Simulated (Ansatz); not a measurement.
Cost and result up the ladder for (LiSH)3 ring (Li3H3S3) (9 atoms). Charge 0, multiplicity 1. Geometry: r2SCAN-D4/def2-SVP.

```xyz
9

Li   -1.179    0.327    1.546
S     0.406    2.024    1.530
Li    1.617    1.116   -0.232
S     1.741   -0.599   -1.795
Li   -0.151   -1.691   -1.005
S    -1.887   -1.638    0.534
H    -0.304    2.926    0.814
H     1.152    0.056   -2.823
H    -1.394   -2.521    1.432
```

Ansatz on 4 threads of AMD EPYC 9R45 on a shared host. Times are rough, and most runs start from the orbitals of an earlier one. ωB97X-V/def2-TZVP serves as the yardstick here, not as an exact answer. Differences are given only for rows in sets of like size (and for xTB, whose basis is part of the method), since another set adds its own error. Binding counts from free atoms at the same level (Li doublet, S triplet, H doublet; other spins of the atoms weren't run), without zero-point energy or a counterpoise term.

Correlated methods freeze 15 core orbitals; core or outer-core shells of Li are correlated, in sets that lack core-valence functions.

Correlated methods converge slowly with the basis.

```
                          level  functions  wall time  binding energy per atom (eV)  difference from ωB97X-V/def2-TZVP (eV)
                PBE-D4/def2-SVP         96      0.4 s                          2.91                                       –
               PBE0-D4/def2-SVP         96      0.5 s                          2.87                                       –
               PBE-D4/def2-TZVP        171     0.55 s                          2.86                                   -0.02
                  MP2/def2-TZVP        171     0.55 s                          2.73                                   -0.16
            revPBE-D4/def2-TZVP        171      0.6 s                          2.80                                   -0.09
             BHLYP-D4/def2-TZVP        171      0.8 s                          2.80                                   -0.08
         CAM-B3LYP-D4/def2-TZVP        171     0.85 s                          2.87                                   -0.02
            r2SCAN-D4/def2-TZVP        171      1.1 s                          2.86                                   -0.03
PBE0-D4/def2-TZVP (with forces)        171      1.1 s                          2.83                                   -0.06
             PBE0-D4/def2-TZVPD        216      1.2 s                          2.84                                   -0.05
           r2SCAN-D4/def2-TZVPD        216      1.6 s                          2.87                                   -0.02
              ωB97X-V/def2-TZVP        171        2 s                          2.89                                    0.00
               B97M-V/def2-TZVP        171        2 s                          2.92                                    0.03
             CCSD(T)/def2-TZVPP        225       24 s                          2.80                                   -0.09
```
